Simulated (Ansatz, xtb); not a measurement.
C4H7NO2: which of two isomers lies lower

We compare X, `CCC(=O)C(N)=O`, a singlet, with Y, `CC(=O)CC(N)=O`, a singlet. Both are isolated molecules in the gas phase, relaxed with B3LYP/def2-SVP; the shapes shown needn't be the lowest conformers.

X (Å):

```xyz
14

C    -0.0862   -1.1162    0.7393
C    -1.2231   -1.2087   -0.2700
C    -1.3724    0.0181   -1.1312
C    -2.5206   -0.0257   -2.1748
N    -2.5900    1.1078   -2.9076
O    -0.6658    1.0007   -1.0518
O    -3.2497   -0.9953   -2.2825
H    -0.0218   -2.0358    1.3398
H    -0.2308   -0.2665    1.4239
H     0.8808   -0.9645    0.2359
H    -2.2013   -1.3871    0.2120
H    -1.1120   -2.0711   -0.9520
H    -1.9245    1.8502   -2.7239
H    -3.2977    1.2039   -3.6246
```

Y (Å):

```xyz
14

C     0.7692    0.1802    0.7990
C     0.7870   -1.3305    0.7527
C    -0.3305   -2.0440    1.5044
C    -0.9067   -3.3371    0.8978
N     0.0045   -4.1593    0.3187
O     1.6616   -1.9379    0.1648
O    -2.0918   -3.5899    1.0039
H     1.6824    0.5828    0.3418
H    -0.1141    0.5529    0.2525
H     0.6727    0.5372    1.8377
H     0.0909   -2.3103    2.4927
H    -1.1802   -1.3760    1.6988
H     0.9326   -3.7974    0.1086
H    -0.3432   -4.9899   -0.1468
```

Task: Estimate E(Y) − E(X) at the level CCSD(T)/def2-SVP + ΔMP2/def2-TZVPP.

Result: Calculated at CCSD(T)/def2-SVP + ΔMP2/def2-TZVPP: E(Y) − E(X) = −9.6 kJ/mol, so structure Y lies lower.

How the difference moves with the method:

```tsv
level	geometry	E(Y) − E(X) (kJ/mol)	departure from the last row (kJ/mol)	job, with rough time for the two
B3LYP/def2-SVP	B3LYP/def2-SVP	−6.8	+2.7	optimisation, 45 s
HF/def2-SVP	B3LYP/def2-SVP	−8.2	+1.4	part of the CCSD(T) run
MP2/def2-SVP	B3LYP/def2-SVP	−3.7	+5.9	part of the CCSD(T) run
CCSD(T)/def2-SVP	B3LYP/def2-SVP	−4.6	+5.0	single point
CCSD(T)/def2-SVP + ΔMP2/def2-TZVPP	B3LYP/def2-SVP	−9.6		single point, 65 s
```

As drawn, both hold the same kinds of bond in the same numbers.

The levels shown agree on the order. The largest departure from CCSD(T)/def2-SVP + ΔMP2/def2-TZVPP is that of MP2/def2-SVP, 5.9 kJ/mol. Levels run at GFN2-xTB geometries aren't shown. The last row adds to CCSD(T) the change of the MP2 difference between the two basis sets, here −5.0 kJ/mol.

With thermal terms from frequencies at re-optimised GFN2-xTB minima (ideal gas, soft modes damped towards free rotors, one conformer each, 298.15 K, 1 atm): on the last row, ΔE + ΔZPE = −8.9, ΔH = −9.8, ΔG = −8.1 kJ/mol.

The correlated steps freeze 7 core orbitals. Codes used: Ansatz 0.2.0, xtb 6.7.1; the last row on 4 threads of Arm Neoverse V1 on a shared host.
